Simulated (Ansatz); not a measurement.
Reaction (atomization): `O[SiH2][SiH2]F` → F• + 5 H• + O• + 2 Si•

Program: Ansatz. Geometries: PBE0-D4/def2-TZVP. ΔE: electronic, gas phase. CCSD(T)/CBS is extrapolated from def2-TZVPP and def2-QZVPP, frozen cores. Functionals use def2-TZVPP. No spin–orbit coupling; open shells (•) take unrestricted orbitals. Spin–orbit coupling would lower the free atoms: a little for F, O, Si. One conformer a species, not always the lowest.

`O[SiH2][SiH2]F`:

Cartesian coordinates in Å:
```
O 0.615 1.624 -0.844
Si 0.881 0.283 0.086
Si -1.192 -0.818 0.158
F -1.023 -2.153 1.041
H 1.348 2.222 -0.998
H 1.338 0.648 1.458
H 1.930 -0.597 -0.504
H -1.653 -1.225 -1.195
H -2.244 0.016 0.796
```

| species | ωB97M-V energy (Eh) |
| --- | --- |
| `O[SiH2][SiH2]F` | -757.15317 |
| F• | -99.74527 |
| H• | -0.49411 |
| O• | -75.07717 |
| Si• | -289.35250 |

Work out ΔE.

ΔE = 5 × (-0.49411) + 2 × (-289.35250) + (-99.74527) + (-75.07717) − (-757.15317) = 1.15518 Eh = +724.9 kcal/mol. CCSD(T)/CBS gives +729.6 kcal/mol.

Largest T1 diagnostic among the species: 0.012.

From PBE to PBE0 (25 % exact exchange), in def2-TZVPP and without D4, ΔE moves by −9.4 kcal/mol: exact exchange takes away binding that semilocal exchange gives to molecules. The D4 term adds +6.3 kcal/mol with B3LYP and +3.3 kcal/mol with PBE0; it sums over pairs of atoms, weighted by their polarisabilities, and B3LYP, whose exchange is more repulsive, gets the larger term.

B3LYP here is the variant with VWN-RPA as its local correlation; programs differ in this.
